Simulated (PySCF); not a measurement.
cyclobutylmethylsilane (C₅H₁₂Si), SMILES C1C(CC1)C[SiH3].

Geometry: r2SCAN-D4/def2-SVP. The values are those of a single conformer.

Calculation: PySCF with PBE/def2-TZVP.

| Property | Value |
|---|---|
| total energy | -486.85669 hartree |
| highest occupied level | -6.79 eV |
| lowest empty level | -0.03 eV |
| orbital gap | 6.76 eV |
| dipole moment | 0.90 D |
| quadrupole, principal values (traceless, Buckingham form, about the centre of nuclear charge) | -3.85, 1.14, 2.71 D·Å |
